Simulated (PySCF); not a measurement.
C$_{2}$H$_{2}$N$_{2}$O, SMILES `N#C/N=C\O`, neutral singlet in the gas phase. 

Cartesian coordinates (Å):
```xyz
7

N      2.3421     0.4130    -0.1950
C      1.3687    -0.2332    -0.0882
N      0.2886    -1.0074     0.0334
C     -0.8606    -0.4203     0.0862
O     -1.1102     0.8884     0.0334
H     -1.7710    -1.0150     0.1856
H     -0.2576     1.3746    -0.0555
```
Charge 0, multiplicity 1.

All levels are single points at this geometry (PBE-D3(BJ)/def2-TZVP); Pople sets use spherical d functions. Orbital energies aren't observables, and empty levels follow the basis.

HF/3-21G in PySCF gives dipole (D) = 3.47.

Problem. Estimate the dipole (D) from each of these levels: PBE-D3(BJ)/def2-TZVP in PySCF; B3LYP/6-311+G** in PySCF; B3LYP/6-31G* in PySCF; PBE/6-31G* in PySCF; SVWN5/6-31G* in PySCF.

Solution. 
```tsv
level	dipole (D)
PBE-D3(BJ)/def2-TZVP in PySCF	3.63
B3LYP/6-311+G** in PySCF	3.65
B3LYP/6-31G* in PySCF	3.54
PBE/6-31G* in PySCF	3.47
SVWN5/6-31G* in PySCF	3.46
```
